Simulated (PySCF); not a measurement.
Species: AsMe2H, C₂H₇As.
SMILES: `[H][As](C)C`

The closed-shell ground state was solved at several levels (PySCF, density fitting, gas phase). Isolated species at its PBE0-D3(BJ)/def2-SVP geometry, gas phase. Relativistic effects, spin–orbit coupling among them, are left out although an element past zinc is present.

```tsv
level	basis functions	HOMO (eV)	LUMO (eV)	gap (eV)	dipole (D)
wB97X-D/pcSseg-1	110	-8.64	2.56	11.20	1.04
CAM-B3LYP/def2-SVPD	134	-8.10	1.14	9.24	1.00
B3LYP/pcJ-1 (pcSseg-1 on As)	165	-6.63	0.54	7.17	0.96
```

**Question.** Estimate the row for PBE0/pcSseg-1, a basis of 110 functions; the other rows only guide the guess.

**Answer.** HOMO -6.83 eV, LUMO 0.79 eV, gap 7.62 eV, dipole 1.07 D.

**Question.** Over all these levels, which gives the widest orbital gap and which the narrowest?

**Answer.** wB97X-D/pcSseg-1 (range-separated hybrid) has the widest, 11.20 eV, and B3LYP/pcJ-1 (pcSseg-1 on As) (global hybrid, 20 % exact exchange) the narrowest, 7.17 eV. Functional and basis both differ between the two, so the spread mixes both effects.

**Question.** How far do the dipole and the HOMO energy spread over the levels?

**Answer.** The dipole runs from 0.96 to 1.07 D (mean 1.02 D) and the HOMO from -8.64 to -6.63 eV.
